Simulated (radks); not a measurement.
Effect of the nuclear size on the bismuth ion Bi+, [Hg] 6p2. Method: Dirac Kohn-Sham, PBE, spin-unpolarised, spherical densities, finite nucleus; open shells fill j = l - 1/2 first; Fermi nuclear charge, rms radius 5.5211 fm; computed with a radial shooting solver on a logarithmic mesh with Libxc functionals. The rms radius is varied about that value; shifts are against it.

rms radius (fm)  total energy shift (eV)  density at nucleus (e/bohr^3)  1s1/2 shift (meV)  2s1/2 shift (meV)  4p1/2 shift (meV)  5s1/2 shift (meV)  5p1/2 shift (meV)  6s1/2 shift (meV)  6p1/2 shift (meV)
4.6598                             -42.1                      3.203e+06             -16700              -2570              -3.64              -31.6              0.583              -3.66              0.510
5.0684                             -22.6                      3.085e+06              -8990              -1380              -1.96              -17.0              0.312              -1.96              0.274
5.5211                                 0                      2.969e+06              0.000              0.000              0.000              0.000              0.000              0.000              0.000
5.8248                              15.8                      2.899e+06               6270                962               1.38               11.8             -0.216               1.37             -0.191
6.9014                              75.4                      2.687e+06              29900               4600               6.64               56.5              -1.02               6.54             -0.911

Slopes of the eigenvalues against <r^2> in GHz/fm^2, as finite differences over the two radii next to the reference (eigenvalue slopes, not the field-shift constants of lines): 1s1/2 448000, 2s1/2 68700, 4p1/2 98.1, 5s1/2 846, 5p1/2 -15.5, 6s1/2 97.8, 6p1/2 -13.6.
